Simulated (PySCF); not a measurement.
**Optical rotation: `C[C@H]1C[C@H](Cl)[CH2][GeH2]1`, C5H11ClGe**

Geometry:
| atom | x (Å) | y (Å) | z (Å) |
| --- | --- | --- | --- |
| C1 | 2.157 | -0.492 | 0.034 |
| C2 | 0.791 | -0.494 | -0.637 |
| C3 | -0.309 | -0.991 | 0.312 |
| C4 | -1.652 | -0.402 | -0.094 |
| Cl5 | -2.015 | -0.939 | -1.754 |
| C6 | -1.543 | 1.110 | -0.144 |
| Ge7 | 0.126 | 1.311 | -1.194 |
| H8 | 2.410 | -1.489 | 0.395 |
| H9 | 2.168 | 0.192 | 0.882 |
| H10 | 2.925 | -0.176 | -0.668 |
| H11 | 0.831 | -1.154 | -1.505 |
| H12 | -0.096 | -0.650 | 1.329 |
| H13 | -0.356 | -2.082 | 0.325 |
| H14 | -2.465 | -0.761 | 0.542 |
| H15 | -1.437 | 1.504 | 0.868 |
| H16 | -2.432 | 1.554 | -0.587 |
| H17 | -0.097 | 1.512 | -2.665 |
| H18 | 0.985 | 2.454 | -0.715 |

Computed with PySCF 2.14.0, TDDFT wB97X-D/def2-SVPD circular dichroism and optical rotation, one conformer, gas phase. Geometry: GFN2-xTB.

The calculation is non-relativistic, which matters for the atoms heavier than Zn.

Stereocentres: C2 S, C4 S.

Task: Give the optical rotatory dispersion at 633, 589.3, 546, 436, 405, 365, 355 nm.

Result: [α] in deg dm⁻¹ (g/mL)⁻¹:
```tsv
λ (nm)	origin-invariant length gauge	modified velocity gauge	length gauge (centre of mass)	isotropic polarisability (au)
633	-30.4	-34.0	-31.1	100.7
589.3	-36.0	-40.2	-36.8	101.0
546	-43.4	-48.2	-44.3	101.5
436	-77.8	-85.3	-79.1	103.3
405	-95.6	-104.4	-97.2	104.2
365	-130.2	-141.0	-132.2	105.6
355	-142.0	-153.4	-144.1	106.1
```

Task: And for the mirror image at 589.3 nm?

Result: +36.0 deg dm⁻¹ (g/mL)⁻¹ (origin-invariant length gauge): the same size and the opposite sign.

Task: What is the molar rotation [Φ] = [α]·M/100 of the geometry above at 589.3 nm?

Result: With M = 179.22 g/mol, -64.6 deg cm² dmol⁻¹ (origin-invariant length gauge).

The first excitation lies at 7.47 eV (166 nm) with R = +3.2 × 10⁻⁴⁰ esu² cm² (velocity form).
